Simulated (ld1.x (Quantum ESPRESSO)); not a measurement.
Configuration tests for argon (PAW)

argon (Ar), PAW, made with ld1.x (Quantum ESPRESSO) 7.5 (PBEsol, non-relativistic). Core [He], reference 2s2 2p6 3s2 3p5 (charge +1). Waves: 2s (bound): rcut 0.55, rcutus 0.70 bohr; 3s (bound): rcut 0.55, rcutus 0.70 bohr; 2p (bound): rcut 0.55, rcutus 0.65 bohr; 3p (bound): rcut 0.55, rcutus 0.65 bohr; 3d channel at 0.05 Ry: rcut 0.50, rcutus 0.65 bohr; 3d channel at 1.75 Ry: rcut 0.50, rcutus 0.65 bohr. Local part: all-electron potential smoothed inside 0.60 bohr (lloc = -1). Core correction: Bessel-smoothed model core inside 0.60 bohr. Augmentation charge: PSQ, inside the norm-conserving radii.

Energies are relative to the spin-unpolarised reference configuration 2s2 2p6 3s2 3p5; without spin polarisation the order of configurations can differ from experiment.

(1) Give the all-electron excitation energy and the error of the potential for: 2s2 2p6 3s2 3p6; 2s2 2p6 3s2 3p4; 2s2 2p6 3s2 3p3; 2s2 2p6 3s1 3p6; 2s2 2p6 3s2 3p2; 2s2 2p5 3s2 3p6; 2s1 2p6 3s2 3p6.

Levels in the configuration 2s1 2p6 3s2 3p6:

| level | all-electron (eV) | pseudo (eV) |
| --- | --- | --- |
| 2s | -330.068 | -330.064 |
| 2p | -267.240 | -267.238 |
| 3s | -39.359 | -39.350 |
| 3p | -24.500 | -24.502 |

Answers

(1)

| valence configuration | charge | ΔE all-electron (eV) | error AE − PS (meV) |
| --- | --- | --- | --- |
| 2s2 2p6 3s2 3p6 | 0 | -16.030 | -0.1 |
| 2s2 2p6 3s2 3p4 | +2 | 28.615 | -0.1 |
| 2s2 2p6 3s2 3p3 | +3 | 71.140 | -0.4 |
| 2s2 2p6 3s1 3p6 | +1 | 14.308 | 0.0 |
| 2s2 2p6 3s2 3p2 | +4 | 128.705 | -1.3 |
| 2s2 2p5 3s2 3p6 | +1 | 233.406 | +3.9 |
| 2s1 2p6 3s2 3p6 | +1 | 295.828 | +0.5 |
